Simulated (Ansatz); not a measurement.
Coupled-cluster diagnostics for the cluster Rb4H5⁻, Ansatz.

Geometry of the singlet (B3LYP-D4/def2-SVPD):

```
atom   x (Å)   y (Å)   z (Å)
 Rb1   2.705  -0.047   0.107
 Rb2  -1.015  -1.790  -0.943
 Rb3  -0.316   2.551  -1.153
 Rb4  -0.501   0.628   2.701
  H5   0.867  -1.363   1.564
  H6   1.606   2.700   1.425
  H7   1.035   0.392  -1.955
  H8  -2.581   0.993   0.372
  H9  -1.801  -4.065  -2.119
```

In the def2 sets Rb takes a core potential; there is no spin–orbit coupling. Correlated methods freeze no core orbitals; core or outer-core shells of Rb are correlated, in sets that lack core-valence functions. Another isomer (singlet) lies 0.42 eV lower at PBE0-D4/def2-TZVPD; other spin states weren't run for this one.

Q: Estimate the CCSD(T) correlation energy, the shares of MP2 and (T), T1 and the reference's ⟨S²⟩ for: charge -1, singlet, own geometry in def2-TZVPD; and the rough time on 4 threads of Intel Xeon Platinum 8175M on a shared host.

A: 
```tsv
state	basis	correlation (eV)	MP2 share (%)	(T) share (%)	T1	⟨S²⟩ (pure)	wall time
charge -1, singlet, own geometry	def2-TZVPD	-12.724	84.1	1.6	0.013	0.00 (0.00)	99 s
```
Customary marks for T1 are 0.02 (closed shells), 0.045 (open shells) and about 0.05 (3d metals). T1 stays under 0.02 throughout.
